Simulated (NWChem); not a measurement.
All runs are NWChem calculations. System: C₄H₉, charge 0, spin multiplicity 2, at a geometry optimised with UPBE/def2-SVP. The structure started from a generated list of species. Its SCF solution wasn't tested for a lower state. Level: UHF/def2-TZVP.

The NWChem input:

```
start mol
memory heap 200 mb stack 900 mb global 1100 mb
geometry units angstroms nocenter noautoz
  C     -1.999617    -0.236730     0.000000
  C     -0.555928    -0.605052     0.000000
  C      0.413999     0.606682     0.000000
  C      1.886557     0.194043     0.000000
  H     -2.526933    -0.009638    -0.940436
  H     -2.526933    -0.009638     0.940436
  H     -0.320672    -1.230708     0.890778
  H     -0.320672    -1.230708    -0.890778
  H      0.196420     1.240611    -0.886972
  H      0.196420     1.240611     0.886972
  H      2.558200     1.076507     0.000000
  H      2.137054    -0.415347     0.893654
  H      2.137054    -0.415347    -0.893654
  symmetry group Cs
end
basis spherical
  * library def2-tzvp
end
scf
  uhf
  nopen 1
  maxiter 100
  thresh 1e-7
  semidirect memsize 60000000 filesize 0
  # guess.movecs holds the orbitals of an unrestricted PBE0 run
  vectors input guess.movecs output mol.movecs
end
task scf energy
```

NWChem printed:

```
             Northwest Computational Chemistry Package (NWChem) 7.3.0
             --------------------------------------------------------

                                NWChem Input Module
                                -------------------

 Scaling coordinates for geometry "geometry" by  1.889725989
 (inverse scale =  0.529177249)

 Turning off AUTOSYM since
 SYMMETRY directive was detected!

                             Geometry "geometry" -> ""
                             -------------------------

 Output coordinates in angstroms (scale by  1.889725989 to convert to a.u.)

  No.       Tag          Charge          X              Y              Z
 ---- ---------------- ---------- -------------- -------------- --------------
    1 C                    6.0000    -1.99961700    -0.23673000     0.00000000
    2 C                    6.0000    -0.55592800    -0.60505200     0.00000000
    3 C                    6.0000     0.41399900     0.60668200     0.00000000
    4 C                    6.0000     1.88655700     0.19404300     0.00000000
    5 H                    1.0000    -2.52693300    -0.00963800    -0.94043600
    6 H                    1.0000    -2.52693300    -0.00963800     0.94043600
    7 H                    1.0000    -0.32067200    -1.23070800     0.89077800
    8 H                    1.0000    -0.32067200    -1.23070800    -0.89077800
    9 H                    1.0000     0.19642000     1.24061100    -0.88697200
   10 H                    1.0000     0.19642000     1.24061100     0.88697200
   11 H                    1.0000     2.55820000     1.07650700     0.00000000
   12 H                    1.0000     2.13705400    -0.41534700     0.89365400
   13 H                    1.0000     2.13705400    -0.41534700    -0.89365400

 Effective nuclear repulsion energy (a.u.)     121.9342351065

            Nuclear Dipole moment (a.u.)
            ----------------------------
        X                 Y               Z
 ---------------- ---------------- ----------------
     0.0000075589     0.0000018897     0.0000000000

      Symmetry information
      --------------------
[...]
    7 H    1     0.47   0.13  0.26  0.07  0.01
    8 H    1     0.47   0.13  0.26  0.07  0.01
    9 H    1     0.46   0.13  0.25  0.07  0.01
   10 H    1     0.46   0.13  0.25  0.07  0.01
   11 H    1     0.45   0.13  0.25  0.06  0.01
   12 H    1     0.45   0.13  0.25  0.06  0.01
   13 H    1     0.45   0.13  0.25  0.06  0.01

   Mulliken analysis of the beta density
   -------------------------------------

    Atom       Charge   Shell Charges
 -----------   ------   -------------------------------------------------------
    1 C    6     2.52   0.43  0.56  0.23  0.31  0.05  0.41  0.41  0.10  0.01  0.02  0.00
    2 C    6     3.15   0.43  0.56  0.24  0.35  0.00  0.63  0.72  0.16  0.01  0.03  0.00
    3 C    6     3.04   0.43  0.56  0.23  0.33  0.02  0.60  0.67  0.15  0.01  0.04  0.00
    4 C    6     3.15   0.43  0.56  0.24  0.34  0.05  0.62  0.69  0.19  0.01  0.03  0.00
    5 H    1     0.48   0.14  0.27  0.06  0.01
    6 H    1     0.48   0.14  0.27  0.06  0.01
    7 H    1     0.45   0.13  0.25  0.06  0.01
    8 H    1     0.45   0.13  0.25  0.06  0.01
    9 H    1     0.46   0.13  0.25  0.06  0.01
   10 H    1     0.46   0.13  0.25  0.06  0.01
   11 H    1     0.45   0.13  0.25  0.05  0.01
   12 H    1     0.45   0.13  0.25  0.06  0.01
   13 H    1     0.45   0.13  0.25  0.06  0.01

   Mulliken analysis of the spin density
   -------------------------------------

    Atom       Charge   Shell Charges
 -----------   ------   -------------------------------------------------------
    1 C    6     1.26   0.00 -0.00  0.04  0.05  0.06  0.38  0.51  0.23 -0.00  0.00 -0.00
    2 C    6    -0.18  -0.00  0.00 -0.01 -0.03 -0.02 -0.04 -0.07 -0.04  0.00  0.02  0.00
    3 C    6     0.05   0.00 -0.00  0.01  0.01 -0.01  0.02  0.03 -0.01  0.00  0.00  0.00
    4 C    6     0.01   0.00 -0.00  0.00  0.00  0.00  0.00  0.00  0.00  0.00  0.00  0.00
    5 H    1    -0.09  -0.02 -0.05 -0.03  0.01
    6 H    1    -0.09  -0.02 -0.05 -0.03  0.01
    7 H    1     0.02   0.00  0.01  0.00 -0.00
    8 H    1     0.02   0.00  0.01  0.00 -0.00
    9 H    1    -0.00  -0.00 -0.00  0.00  0.00

------------------------------------------------------------
EAF file 0: "./mol.aoints.0" size=524288 bytes
------------------------------------------------------------
               write      read    awrite     aread      wait
               -----      ----    ------     -----      ----
     calls:        1        24         0         0         0
   data(b): 5.24e+05  1.26e+07  0.00e+00  0.00e+00
   time(s): 0.00e+00  0.00e+00  0.00e+00  0.00e+00  0.00e+00
rate(mb/s): 0.00e+00  0.00e+00
------------------------------------------------------------

   10 H    1    -0.00  -0.00 -0.00  0.00  0.00
   11 H    1     0.00   0.00  0.00  0.00  0.00
   12 H    1    -0.00  -0.00 -0.00 -0.00  0.00
   13 H    1    -0.00  -0.00 -0.00 -0.00  0.00

       Multipole analysis of the density wrt the origin
       ------------------------------------------------

     L   x y z        total         alpha         beta         nuclear
     -   - - -        -----         -----         ----         -------
     0   0 0 0      0.000000    -17.000000    -16.000000     33.000000

     1   1 0 0      0.078935      1.860713     -1.781786      0.000008
     1   0 1 0      0.060261      0.305269     -0.245009      0.000002
     1   0 0 1     -0.000000     -0.000000     -0.000000      0.000000

     2   2 0 0    -21.751783   -155.869957   -140.711255    274.829430
     2   1 1 0     -0.408844    -20.945689    -18.265989     38.802834
     2   1 0 1      0.000000      0.000000      0.000000      0.000000
     2   0 2 0    -21.601635    -34.586915    -31.933937     44.919216
     2   0 1 1      0.000000      0.000000      0.000000      0.000000
     2   0 0 2    -20.034167    -21.898535    -21.442127     23.306495

 Task  times  cpu:       32.2s     wall:       32.2s

 Total times  cpu:       32.2s     wall:       32.2s
```
